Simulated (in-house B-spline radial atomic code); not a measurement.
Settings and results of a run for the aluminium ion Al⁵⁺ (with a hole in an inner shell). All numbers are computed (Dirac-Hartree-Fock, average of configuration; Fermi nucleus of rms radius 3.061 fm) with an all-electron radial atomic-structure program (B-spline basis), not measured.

Command:
```bash
python run_scf.py task.json out
```
Settings (nuclear radius in fm, mass in u):
```
Z                13
configuration    1s2 2s2 2p4
hamiltonian      dirac
method           hf
spin_polarised   False
nucleus          fermi
rms_radius       3.061
atomic_mass      26.98154
speed_of_light   137.035999084
```

Output (hartree, bohr):
```
 radial grid: 65 intervals, B-splines of order 8, outer radius 7.0175 bohr

 iter        energy (Eh)    residual
    1       -226.0710841    5.49e-01
    2       -230.2853358    9.30e-02
    3       -230.3815568    3.95e-02
    4       -230.3991435    1.68e-02
    5       -230.4029767    2.52e-03
    6       -230.4030636    7.50e-05
    7       -230.4030636    4.18e-06
    8       -230.4030636    1.56e-07

 total energy                     -230.403064
 kinetic                            231.30884
 electron-nucleus                  -519.40581
 electron-electron                   57.69391

 first-order corrections (not in the total)
   Gaunt                            0.04187
   retardation                     -0.00242
   frequency dependence            -0.00002
   self-energy                      0.02937
   Uehling                         -0.00176
   Wichmann-Kroll                   0.00000
   recoil                           0.00412

 orbital      occ     eigenvalue          <r>       <r^2>       <1/r>     <1/r^3>       r_max    small
 1s1/2      2.000      -63.31446     0.119654   0.0192563     12.6611           -     0.07837  2.12e-03
 2s1/2      2.000       -8.60965     0.583264    0.402232     2.50013           -      0.4789  3.27e-04
 2p1/2      1.333       -7.22841     0.536423    0.355373     2.41433           -      0.4045  3.10e-04
 2p3/2      2.667       -7.20865     0.537962    0.357257     2.40479     42.3674      0.4058  3.09e-04
```

Cost of the run: 0.52 s on 1 thread of Arm Neoverse V1, on a shared host.

For the Dirac Hamiltonian the kinetic term is c α·p + (β - 1)c².
